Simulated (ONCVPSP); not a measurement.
Which setting gave this result? (hydrogen (H), ONCV)

Base potential:

ONCVPSP 4.0.1 input, shortened (lines: element, Z, core and valence counts, functional; n l f; lmax; l rc ep ncon nbas qcut; lloc lpopt rc5 dvloc0; l nproj debl; icmod fcfact rcfact), PBE, scalar-relativistic:

```
  H 1.00    0    1        4      upf
    1    0    0.50
    1
    0    1.10    0.00    5    8    5.40
    1    1.15    0.07    5    9    7.50
    4    5    1.05    2.00
    0    3    3.70
    1    2    4.00
    0    0.00    0.00
```

Cutoffs, loose and tight: the cutoffs (Ha) at which the residual kinetic energy of the hardest occupied pseudo-wave falls to 1 and 0.1 mHa per electron. They do not see the model core or the augmentation charge, which bear on the density cutoff. Test errors are all-electron minus pseudo excitation energies from the reference, over the configurations 1s1; variants that change the core or the reference have their own tests.

Only the scale of all radii (base = 1) is moved:

```csv
scale of all radii (base = 1),"cutoff, loose","cutoff, tight",bound ghosts
0.76,30 Ha,182 Ha,none
0.91,23 Ha,129 Ha,none
0.95,21 Ha,118 Ha,none
1.03,18 Ha,97 Ha,none
1.08,17 Ha,89 Ha,none
1.13,16 Ha,80 Ha,none
1.22,14 Ha,64 Ha,none
1.26,14 Ha,57 Ha,none
1.32,13 Ha,37 Ha,none
```

Q: One more run gave cutoff, loose: 27 Ha; cutoff, tight: 153 Ha; bound ghosts: none. Which value of the scale of all radii (base = 1) was used?

A: 0.84. The tight cutoff moves one way along this sweep, from 182 Ha at 0.76 to 37 Ha at 1.32, which places the run between 0.76 and 0.91.
